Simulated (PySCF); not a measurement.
## Dipole response of Hg (mercury, neutral)

[Xe] 4f14 5d9 6s2 6p1, one real determinant (an excited configuration). All numbers are calculated (PySCF 2.14, the spin-free X2C one-electron Hamiltonian (Gaussian nucleus), in ANO-RCC-VTZP (8s7p5d3f1g, 84 functions)). Coupled (time-dependent) response in atomic units; α is the mean over directions. The basis has no added diffuse functions, which lowers α and C₆.

```csv
method,mean α (bohr³),"α xx, yy, zz",C₆ (like pair),S(−4)
PBE,35.90,"28.66, 28.66, 50.39",379.0,432.1
```

S(−4) is the Cauchy moment in α(ω) = α(0) + S(−4) ω² + …

Spin-orbit coupling is absent.

α(iu) at PBE:

| u (hartree) | α(iu) (bohr³) |
| --- | --- |
| 0 | 35.90 |
| 0.0500 | 34.87 |
| 0.100 | 32.28 |
| 0.200 | 25.88 |
| 0.300 | 20.53 |
| 0.500 | 13.77 |
| 0.750 | 9.395 |
| 1.00 | 6.994 |
| 1.50 | 4.449 |
| 2.00 | 3.110 |
| 3.00 | 1.760 |
| 5.00 | 0.7798 |

The components differ because the open shell of this determinant is not spherical; for a pure term their mean is the scalar polarisability.

⟨L²⟩ = 7.99 against 12 for a pure F term, so this real determinant mixes terms. Spin-orbit coupling, absent here, splits the open shell strongly.
